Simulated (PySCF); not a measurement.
A geometry optimisation on Si(SMe)4, `CS[Si](SC)(SC)SC`.

Computed with PBE0-D3(BJ)/def2-SVP geometry optimisation, gas phase (PySCF 2.14.0). Start geometry: GFN2-xTB. A driver script takes a list of jobs; this job's settings line and coordinates (Å) are shown.

Input:
```
{"job": {"xc": "PBE0", "basis": "def2-SVP", "d3": "d3bj", "grid": 1, "kind": "geom"}, "charge": 0, "multiplicity": 1}
C     -1.938164     0.616927     2.240251
S     -0.852619    -0.775376     1.807027
Si     0.000799    -0.001932    -0.014864
S     -1.478346     0.153343    -1.574412
C     -1.862195    -1.610811    -1.787630
S      0.786749     1.965290     0.382652
C      1.269941     2.436527    -1.305270
S      1.544305    -1.357577    -0.666431
C      2.528825    -1.436767     0.860259
H     -2.461375     0.327320     3.145268
H     -2.644227     0.789927     1.433940
H     -1.332590     1.499866     2.417449
H     -2.195921    -2.025462    -0.841617
H     -2.655476    -1.666199    -2.525192
H     -0.977033    -2.128027    -2.143120
H      1.712492     3.424206    -1.233624
H      0.386202     2.461017    -1.934223
H      1.994617     1.724106    -1.686806
H      1.919579    -1.852455     1.655944
H      2.873817    -0.440989     1.120187
H      3.371700    -2.085992     0.649739
```

Output:
```
step   0  E = -2040.48079433  max force = 0.008488
step   1  E = -2040.48371567  max force = 0.001277
step   2  E = -2040.48398373  max force = 0.001059
step   3  E = -2040.48412437  max force = 0.000584
step   4  E = -2040.48425594  max force = 0.000541
step   5  E = -2040.48432135  max force = 0.000487
step   6  E = -2040.48436219  max force = 0.000349
step   7  E = -2040.48437650  max force = 0.000297
optimisation converged
```

Energies in Eh; «max force» is the largest Cartesian gradient component in Eh/bohr.

Problem. Give the first gradient maximum in eV/Å.

Solution. With 1 Eh/bohr = 51.422 eV/Å, 0.436 eV/Å.

Problem. How much energy does the optimisation release, in kcal/mol?

Solution. E(step 0) − E(last step) = 0.003582 Eh, which is 2.2 kcal/mol.

Main results: final energy -2040.48438 Eh after 7 steps; dipole 0.06 D.

Problem. Where do the atoms end?

Solution. 0.212 Å rms from the input after alignment:
```
atom  x, y, z in Å
C1    -1.9506    0.5527    2.2504
S2    -0.7205   -0.7405    1.8699
Si3    0.0053   -0.0069    0.0041
S4    -1.5311    0.1056   -1.4715
C5    -2.0018   -1.6552   -1.5607
S6     0.7747    1.9570    0.3228
C7     1.2722    2.3762   -1.3823
S8     1.4956   -1.3587   -0.7014
C9     2.6777   -1.2667    0.6857
H10   -2.5756    0.1659    3.0662
H11   -2.5788    0.7503    1.3703
H12   -1.4590    1.4801    2.5728
H13   -2.1461   -2.0626   -0.5500
H14   -2.9504   -1.6999   -2.1121
H15   -1.2407   -2.2398   -2.0942
H16    1.9030    3.2726   -1.3154
H17    0.3951    2.5917   -2.0066
H18    1.8525    1.5538   -1.8240
H19    2.2971   -1.8065    1.5630
H20    2.8732   -0.2177    0.9494
H21    3.6079   -1.7374    0.3410
```

Cost: about 9 min of CPU time on one thread; the machine was shared, so the figure is rough.
Labels such as C1 count atoms from 1, the log's own numbers from 0.
